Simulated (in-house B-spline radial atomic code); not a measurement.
A run on neutral technetium (an excited or competing configuration) that did not converge. Method: scalar-relativistic (X2C) wB97X, spin-polarised, spherical fractional occupations, exact exchange averaged over the configuration, Fermi nucleus of rms radius 4.41117 fm; computed with an all-electron radial atomic-structure program (B-spline basis).

Command:
```bash
python run_scf.py task.json out
```
Settings (nuclear radius in fm, mass in u):
```
Z                43
configuration    [Kr] 4d4 5s2 6d1
hamiltonian      x2c
method           wb97x
spin_polarised   True
nucleus          fermi
rms_radius       4.41117
atomic_mass      96.90636
speed_of_light   137.035999084
exact_exchange   averaged over the configuration
```

First and last ten iterations of the last attempt (damped for 15 steps, keeping 80 % of the old Fock matrix, then DIIS):
```
 iter        energy (Eh)    residual
    1       -4278.103288    4.45e-01
    2       -4282.409606    2.31e-01
    3       -4283.680375    1.54e-01
    4       -4284.328758    1.07e-01
    5       -4284.663528    7.76e-02
    6       -4284.835528    5.71e-02
    7       -4284.924071    4.31e-02
    8       -4284.969596    3.53e-02
    9       -4284.993000    2.86e-02
   10       -4285.005087    2.31e-02
  111       -4285.020574    6.27e-05
  112       -4285.020567    3.66e-04
  113       -4285.020566    4.54e-04
  114       -4285.020567    3.92e-04
  115       -4285.020573    5.27e-04
  116       -4285.020571    7.71e-04
  117       -4285.020517    6.66e-04
  118       -4285.020441    1.93e-03
  119       -4285.020572    3.24e-04
  120       -4285.020586    4.37e-04
 not converged after 120 iterations
```

The smallest residual met was 6.3e-05; the threshold is about 4e-07. No energy from this run should be used. Time taken, with all properties: 47 s on 1 thread of Intel(R) Xeon(R) Platinum 8259CL CPU @ 2.50GHz, with other jobs on the host.
